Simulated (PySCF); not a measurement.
F3MoO (SMILES [O]=[Mo+]([F])([F])[F]), charge +1, singlet, at a GFN2-xTB geometry (such geometries of metal compounds can be far from the true shape) (the multiplicity is a formal guess) (core potentials on Mo). Base run: PySCF with M062X/def2-SVP.

PySCF was given this input:
```python
from pyscf import gto, scf, dft

mol = gto.M(
    atom='''
Mo    0.010061    0.005173   -0.011636
O     1.014249    0.521513   -1.172991
F     0.937270   -0.852367    1.142779
F    -1.156663   -1.013186   -0.739280
F    -0.729115    1.377843    0.693462
''',
    basis='def2-svp',
    ecp={'Mo': 'def2-svp'},
    charge=1,
    spin=0,
    verbose=4,
)

mf = dft.RKS(mol)
mf.xc = 'm062x'
mf.kernel()
```

The base run was repeated with changes; each row names its change, and settings that it needs were set with it.

```
change                        ΔE vs base (mEh)  grid points  electrons on the grid
----------------------------  ----------------  -----------  ---------------------
base                                     0.000        79312               48.00002
grids.prune = off                        0.000       131832               48.00002
grids.level = 7                          0.071       446376               48.00000
grids.atom_grid = (75, 302)              0.318        70304               47.99991
grids.level = 4                          0.117       147128               47.99999
small_rho_cutoff = 0                     0.000        79312               48.00002
grids.level = 5                          0.070       222480               48.00000
grids.atom_grid = (150, 974)             0.057       390424               48.00000
grids.level = 0                          250.5         7216               47.98866
grids.atom_grid = (30, 110)             21.651        12256               48.00106
grids.level = 1                          1.045        29256               47.99997
```
